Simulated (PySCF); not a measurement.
C8H17P.
Structure used (B3LYP/6-31+G*), in Å, numbered top down from 1:
```xyz
26
C8H17P angstrom
C     -2.767    1.440   -0.158
C     -2.848   -0.086   -0.286
C     -1.604   -0.840    0.231
C     -1.866   -2.357    0.295
P     -0.104   -0.512   -0.878
C      1.100   -0.070    0.206
C      2.521    0.260   -0.183
C      3.507   -0.709    0.500
C      2.857    1.723    0.173
H     -2.607    1.741    0.886
H     -1.943    1.854   -0.751
H     -3.695    1.912   -0.503
H     -3.723   -0.447    0.275
H     -3.029   -0.359   -1.336
H     -1.367   -0.478    1.241
H     -1.016   -2.896    0.729
H     -2.050   -2.774   -0.704
H     -2.751   -2.568    0.910
H      0.897   -0.005    1.280
H      2.625    0.141   -1.271
H      4.541   -0.472    0.219
H      3.304   -1.747    0.214
H      3.432   -0.639    1.594
H      2.758    1.897    1.253
H      3.889    1.963   -0.112
H      2.187    2.420   -0.343
```

Level of theory: B3LYP/6-31+G* geometry optimisation, gas phase (PySCF 2.14.0).

Take the most abundant isotopes and a rigid rotor. The values belong to one conformer with, in the numbering `[CH3:1][CH2:2][C@@H:3]([CH3:4])/[P:5]=[CH:6]/[CH:7]([CH3:8])[CH3:9]`, C1–C2–C3–C4 170°, C2–C3–P5–C6 130°, P5–C6–C7–C8 -120°.

(1) What are A, B and C (MHz)?

(2) What kind of rotor is it?

(3) What does the inertial defect say?

(4) Where do the levels up to J = 4 lie, in MHz?

(5) Which types of transition are allowed, and where do some lines up to J = 4 fall?

Answers

(1) Ia = 229.35, Ib = 793.09, Ic = 940.11 u·Å²; 505379 MHz·u·Å²/I gives A = 2204, B = 637.2, C = 537.6 MHz.

(2) An asymmetric top; Ray's κ = -0.880.

(3) Not planar: Δ = Ic − Ia − Ib = -82.33 u·Å². For a rigid frame Δ = −2 Σ m c², so Σ m c² = 41.17 u·Å² lies off the ab plane: 14.60 from hydrogen and 26.57 from heavier atoms. The atom farthest from that plane is 1.43 Å away.

(4) Above 0(0,0):
J = 1: 1(0,1) 1175, 1(1,1) 2741, 1(1,0) 2841
J = 2: 2(0,2) 3520, 2(1,2) 4991, 2(1,1) 5290, 2(2,1) 9989, 2(2,0) 9994
J = 3: 3(0,3) 7026, 3(1,3) 8363, 3(1,2) 8961, 3(2,2) 13513, 3(2,1) 13536, 3(3,1) 21597, 3(3,0) 21597
J = 4: 4(0,4) 11680, 4(1,4) 12854, 4(1,3) 13850, 4(2,3) 18209, 4(2,2) 18277, 4(3,2) 26305, 4(3,1) 26306, 4(4,1) 37610, 4(4,0) 37610

(5) The dipole components are |μa| = 0.14 D, |μb| = 0.06 D, |μc| = 1.23 D. The squared components, which scale the intensities, stand as 0.01 : 0.00 : 1.00 (a : b : c). Some lines, for components of 0.1 D or more:

```
type  branch         J(Ka,Kc)    MHz  lower level (cm⁻¹)
   a       Q  3(1,2) ← 3(1,3)    598               0.279
   a       R  1(0,1) ← 0(0,0)   1175               0.000
   c       Q  2(1,2) ← 2(0,2)   1471               0.117
   c       Q  1(1,1) ← 1(0,1)   1566               0.039
   a       R  2(1,1) ← 1(1,0)   2449               0.095
   c       R  1(1,0) ← 0(0,0)   2841               0.000
   a       R  3(0,3) ← 2(0,2)   3506               0.117
   a       R  3(2,1) ← 2(2,0)   3543               0.333
   c       R  2(1,1) ← 1(0,1)   4115               0.039
   c       Q  3(2,2) ← 3(1,2)   4552               0.299
   a       R  4(0,4) ← 3(0,3)   4654               0.234
   a       R  4(2,3) ← 3(2,2)   4696               0.451
   a       R  4(3,1) ← 3(3,0)   4709               0.720
   a       R  4(1,3) ← 3(1,2)   4889               0.299
   c       R  3(1,2) ← 2(0,2)   5441               0.117
   c       R  4(1,3) ← 3(0,3)   6824               0.234
   c       Q  4(3,2) ← 4(2,2)   8028               0.610
   c       Q  3(3,1) ← 3(2,1)   8061               0.452
   c       R  3(2,1) ← 2(1,1)   8246               0.176
   c       R  3(2,2) ← 2(1,2)   8522               0.166
   c       R  4(2,3) ← 3(1,3)   9846               0.279
   c       R  3(3,0) ← 2(2,0)  11603               0.333
   c       R  3(3,1) ← 2(2,1)  11608               0.333
   c       R  4(3,1) ← 3(2,1)  12770               0.452
   c       R  4(3,2) ← 3(2,2)  12792               0.451
```

B3LYP/6-31+G* frequencies: not computed here. Constants of a rigid frame at the computed geometry: no zero-point averaging, no centrifugal distortion. A rigid rotor knows nothing of internal rotation, which can split or shift real lines.
